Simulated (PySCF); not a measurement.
(Z)-2-chloro-3-fluorobut-2-ene (C4H6ClF), SMILES C/C(F)=C(\C)Cl.

Geometry: PBE-D3(BJ)/def2-SVP.

Two levels are set side by side: PBE/def2-TZVP (PySCF) and PBE0/def2-TZVP (PySCF). Same geometry, gas phase. Differences are taken from unrounded values.

| quantity | PBE0 | PBE | PBE minus PBE0 |
|---|---|---|---|
| orbital gap (eV) | 7.02 | 4.86 | -2.17 |
| highest occupied level (eV) | -6.79 | -5.60 | 1.19 |
| lowest empty level (eV) | 0.23 | -0.74 | -0.98 |
| dipole moment (D) | 3.00 | 2.82 | -0.18 |
| mean polarisability (bohr³) | 63.4 | 65.5 | 2.0 |

PBE's occupied levels lie high since its potential decays too fast outside the molecule; exact exchange lowers them and widens the gap. PBE's more diffuse valence density responds more strongly to a field. Differences between two approximate levels are no errors against the true value.

Rough cost on one machine, each run with all the roots and properties that it gave: PBE0 against PBE within a factor of 2.
